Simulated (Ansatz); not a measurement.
Reaction (redistribution): `[SH][In]([SH])[SH]` + `NC(O)=[Se]` → `[NH2][In]([SH])[SH]` + `OC(S)=[Se]`

Gas-phase electronic energies from Ansatz, PBE0-D4/def2-TZVP geometries. CCSD(T)/CBS is the MP2 limit (def2-TZVPP, def2-QZVPP) plus CCSD(T) − MP2 in def2-TZVPP, frozen cores. DFT in def2-TZVPP. HSE06 is defined as in plane-wave codes. def2 core potentials past Kr. For In, Se outer-core shells are correlated without core-valence functions, which leaves a few kJ/mol of doubt a bond. Scalar relativity is left out up to krypton. Each species was taken in one conformer, which may not be the lowest.

Q: Is it downhill or uphill in electronic energy at CCSD(T)/CBS, and by how much? (Estimate.)

A: Ansatz gave: Uphill: ΔE = +1.28 eV.

Q: What do these levels give: r2SCANh-D4, CAM-B3LYP-D4, HSE06, RPA@PBE/def2-TZVPP, CCSD/def2-TZVPP, MP2/def2-QZVPP? (An estimate is asked.)

A: Computed: r2SCANh-D4 1.43, CAM-B3LYP-D4 1.43, HSE06 1.45, RPA@PBE/def2-TZVPP 1.22, CCSD/def2-TZVPP 1.38, MP2/def2-QZVPP 1.24 eV.

Largest T1 diagnostic among the species: 0.017.

From r2SCAN to r2SCAN0 (25 % exact exchange), in def2-TZVPP and without D4, ΔE moves by +0.10 eV. At CCSD(T), def2-SVP lies +0.22 eV from the extrapolated value and def2-TZVPP +0.03 eV. In def2-TZVPP, CCSD(T) changes the Hartree–Fock value by −0.42 eV (the triples alone add −0.07 eV) and MP2 by −0.46 eV.
